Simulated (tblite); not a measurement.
Compound: C4H14Si4.
SMILES with atom numbers: `[CH3:1][Si@@H:2]1[SiH2:3][SiH2:4][Si@H:5]1[CH:6]1[CH2:7][CH2:8]1` (hydrogens: H9, H10, H11 on C1; H12 on Si2; H13, H14 on Si3; H15, H16 on Si4; H17 on Si5; H18 on C6; H19, H20 on C7; H21, H22 on C8)

Structure used (GFN2-xTB), in Å, numbered top down from 1:
```xyz
22
C4H14Si4 angstrom
C      3.336    0.707    0.291
Si     1.637   -0.018    0.757
Si     1.276   -2.121   -0.264
Si    -0.289   -1.147   -1.729
Si    -0.115    0.904   -0.558
C     -1.645    1.286    0.484
C     -3.004    0.841    0.030
C     -2.341    0.150    1.175
H      3.429    1.747    0.589
H      3.487    0.661   -0.784
H      4.147    0.158    0.758
H      1.583    0.078    2.230
H      0.717   -3.163    0.610
H      2.430   -2.798   -0.873
H      0.120   -1.094   -3.140
H     -1.613   -1.781   -1.809
H      0.105    2.151   -1.322
H     -1.630    2.218    1.038
H     -3.084    0.311   -0.907
H     -3.854    1.476    0.237
H     -2.736    0.307    2.168
H     -1.968   -0.853    1.017
```

All values are computed: GFN2-xTB (tblite) harmonic vibrations without scaling, gas phase. Errors from tens to a few hundred cm⁻¹ against measured bands are possible. Modes of hydrogen on silicon can be 10 to 20 % off. One conformer, not necessarily the lowest.

Harmonic wavenumbers (cm⁻¹): 35.8, 40.5, 75.7, 101.3, 120.6, 124.1, 144.3, 230.0, 257.5, 285.0, 290.7, 351.2, 362.1, 367.9, 376.8, 392.0, 409.9, 447.6, 485.3, 532.1, 573.6, 604.5, 609.6, 620.5, 685.4, 738.0, 800.5, 809.1, 823.5, 831.5, 845.8, 853.6, 962.4, 1001.5, 1015.5, 1069.1, 1072.6, 1112.3, 1160.2, 1241.8, 1345.7, 1374.9, 1454.2, 1493.0, 1500.9, 1502.0, 2085.4, 2104.1, 2149.8, 2166.4, 2173.9, 2178.8, 3018.0, 3032.7, 3034.2, 3039.3, 3059.0, 3073.2, 3076.9, 3089.3.

A = 1338, B = 728.8, C = 594.0 MHz; mass 174.017 u (most abundant isotopes); point group C1, symmetry number 1.

Problem. Zero-point energy?

Solution. ½Σν̃ = 34407 cm⁻¹ = 98.37 kcal/mol.

Problem. Give the ideal-gas entropy at 298.15 K and 1 bar in the rigid-rotor, harmonic-oscillator model (classical rotation).

Solution. Translation 41.40, rotation 30.70, vibration 46.13: S = 118.2 cal/(mol K).

Problem. And Cp and H(298.15 K) − H(0)?

Solution. Cp = 53.90 cal/(mol K), of which vibrations give 45.95 (their classical limit is 60 R = 119.2); H(298.15 K) − H(0) = 9.51 kcal/mol without the zero-point energy, 7.14 from vibrations.

Problem. What must be added to the electronic energy to get the Gibbs energy at 298.15 K and 1 bar?

Solution. ZPE + [H(298.15 K) − H(0)] − T·S = 98.37 + 9.51 − 35.25 = 72.63 kcal/mol.

Problem. How do the functions run with temperature in this model?

Solution. 
```
T (K)  S (cal/(mol K))  Cp (cal/(mol K))  H − H(0) (kcal/mol)  G − H(0) (kcal/mol)  ln q(vib)
  150             89.0              32.7                 3.03               -10.32       5.08
  250            109.3              47.6                 7.07               -20.25       9.20
  400            135.7              65.1                15.60               -38.68      15.21
  600            165.3              81.0                30.32               -68.87      22.69
  900            201.3              96.2                57.09              -124.08      32.68
```

q(vib) and H(0) count from the zero-point level.

Problem. Which modes carry the vibrational entropy at 298.15 K?

Solution. 35.8 cm⁻¹: 5.48; 40.5 cm⁻¹: 5.23; 75.7 cm⁻¹: 4.00; 101.3 cm⁻¹: 3.43; 120.6 cm⁻¹: 3.09; 124.1 cm⁻¹: 3.04 cal/(mol K); the other 54 give 21.86 together.

Hindered rotation and anharmonicity are outside this model. Other conformers, if any are populated, would add a mixing term that is left out. The structure is chiral; the term R ln 2 for an equal mix with its mirror image is left out.
